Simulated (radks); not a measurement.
Spin polarisation of the 2p5 shell in the neon ion Ne+. Start: [He] 2s2 2p(up 2.5, down 2.5); electrons of 2p are moved from spin down to spin up, other shells keep equal spins. Method: scalar-relativistic Kohn-Sham, r2SCAN, spin-polarised, spherical densities, finite nucleus; meta-GGA in the generalised Kohn-Sham scheme; Fermi nuclear charge, rms radius of each element as measured or else 0.836 A^(1/3) + 0.57 fm; computed with a radial shooting solver on a logarithmic mesh with Libxc functionals.

\begin{tabular}{lrrrrr}
moment (Bohr magnetons) & E - E(0) (eV) & e(2p up) (eV) & e(2p down) (eV) & 2s down minus up (eV) & 1s down minus up (eV) \\ \hline
0 & 0.000 & -32.995 & -32.995 & 0.000 & 0.000 \\
0.25 & -0.042 & -33.327 & -32.648 & 0.632 & 0.300 \\
0.5 & -0.170 & -33.645 & -32.288 & 1.265 & 0.599 \\
0.75 & -0.382 & -33.951 & -31.913 & 1.900 & 0.897 \\
1 & -0.679 & -34.243 & -31.523 & 2.538 & 1.195 \\
\end{tabular}

At moment 1 the spin-polarisation energy is -0.679 eV and the 2p exchange splitting 2.720 eV, that is 2.720 eV per Bohr magneton; E = -I m^2/4 would give I = 2.716 eV.
